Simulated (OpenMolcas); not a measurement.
## Tb3+ in a ligand field

Tb3+ with 6 ligands (chloride) in tetragonal octahedral coordination (D4h) at 2.68 Å, the axial distance 2.707 Å. A charge of +0.5 e stands 2.4 Å behind each ligand. Ligand basis ANO-RCC-VDZP.
```
Tb    0.0000    0.0000    0.0000
Cl    2.6800    0.0000    0.0000
Cl    0.0000    2.6800    0.0000
Cl   -2.6800    0.0000    0.0000
Cl    0.0000   -2.6800    0.0000
Cl    0.0000    0.0000    2.7068
Cl    0.0000    0.0000   -2.7068
```

```json
{
  "Program": "OpenMolcas",
  "Method": "CASSCF",
  "Basis": "ANO-RCC-VTZP [8s7p5d3f2g1h]",
  "Scalar Hamiltonian": "DKH2, point nucleus",
  "Active space": "8 electrons in 7 orbitals (4f)",
  "State averaging": "2S+1 = 7 even, 7 roots; 2S+1 = 5 even, 62 roots kept (CI in the orbitals of an earlier block); 2S+1 = 3 even, 1 root kept (CI in the orbitals of an earlier block, 0 in the spin-orbit step)",
  "Spin-orbit coupling": "RASSI with atomic mean-field integrals over the reference wave functions"
}
```

The lowest spin-free states (labels of D4, the rotations of D4h), above the lowest:

| State | Degeneracy | E (cm-1) |
| --- | --- | --- |
| 7B1 | 1 | 0.0 |
| 7E | 2 | 147.6 |
| 7B2 | 1 | 152.3 |
| 7A2 | 1 | 423.4 |
| 7E | 2 | 455.5 |
| 5A1 | 1 | 25703 |
| 5E | 2 | 25709 |
| 5B1 | 1 | 25715 |
| 5B2 | 1 | 25718 |
| 5A1 | 1 | 29198 |
| 5E | 2 | 29217 |
| 5A2 | 1 | 29221 |
| 5B1 | 1 | 29229 |
| 5A1 | 1 | 29234 |
| 5B2 | 1 | 29359 |
| 5E | 2 | 29360 |
| 5A2 | 1 | 29475 |
| 5E | 2 | 29479 |
| 2S+1 = 5 | 2 | 29525 |
| 5E | 2 | 29548 |

The lowest levels with spin-orbit coupling:

```
E (cm-1)  Degeneracy  Label  2S+1               g
     0.0           1     A1     7                
    19.9           2      E     7  0.00 0.00 1.54
    24.5           1     A2     7                
    40.9           1     B2     7                
    53.4           2      E     7  0.00 0.00 8.54
   145.2           1     B1     7                
   178.9           2      E     7  0.00 0.00 2.06
   189.9           1     A1     7                
   204.5           1     B2     7                
   212.6           1     B1     7                
    1985           1     A2     7                
    1990           2      E     7  0.00 0.00 8.03
    2078           1     B2     7                
    2088           2      E     7  0.00 0.00 8.13
    2115           1     B1     7                
    2124           1     A1     7                
    2143           2      E     7  0.00 0.00 7.25
    2149           1     A2     7                
    3374           1     A1     7                
    3383           2      E     7  0.00 0.00 1.54
```

Powder χT (cm3 K/mol): 1.53 at 2 K, 6.86 at 10 K, 10.9 at 50 K, 11.4 at 100 K, 11.6 at 200 K, 11.7 at 300 K. The effective moment at 300 K is 2.828 √(χT) = 9.68 μB.

Hund's rules give f8 the level 7F6 with g = 1.500, so an isolated free-ion multiplet has χT = g² J(J+1) / 8 = 11.812 cm3 K/mol. The computed 11.718 at 300 K differs by -1 %, through the field's splitting, the mixing of terms and any other multiplet in reach.

Stevens parameters of the J = 6 multiplet, which is 213 cm-1 wide (cm-1, z along the main axis): B20 = 2.726e-01, B40 = 1.376e-02, B44 = 7.026e-02, B60 = -2.466e-06, B64 = 1.146e-04.

Metal share of the active 4f orbitals (Löwdin): 100, 100, 100, 100, 100, 100, 100 %; Mulliken charge of the metal 1.95.

High states are left out of the spin-orbit mixing, which shifts the levels that they would mix with. Without dynamic correlation the ligand-field splitting of an f shell can come out too small, at times by half. The first state left out of the spin-orbit step lies near 46000 cm-1 above the lowest spin-free state of the reference (among the parities and spins computed), and the lists stop at four fifths of that energy or lower. No measured value stands beside these numbers; the geometry was imposed, not optimised, and the real ion may take another.

A state without a sure symmetry label is named by its multiplicity alone. With an even number of electrons the g values are those of a degenerate or nearly degenerate non-Kramers pair.
